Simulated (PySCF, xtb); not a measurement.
TaOCl2, SMILES [O]=[Ta]([Cl])[Cl] (connectivity only; charge and spin as stated), neutral, multiplicity 2.

Harmonic wavenumbers (cm⁻¹) from GFN2-xTB (xtb) at its own minimum, in rising order: 71, 84, 112, 315, 347, 805.

**Question.** What does PBE-D3(BJ)/def2-SVP (PySCF) give at its own minimum? (The exact figures need the calculation; the answer reports its results.)

**Answer.** 35, 95, 204, 375, 407, 977. Paired by order, the mean absolute difference is 72 cm⁻¹ and the zero-point energies are 2.5 and 3.0 kcal/mol.
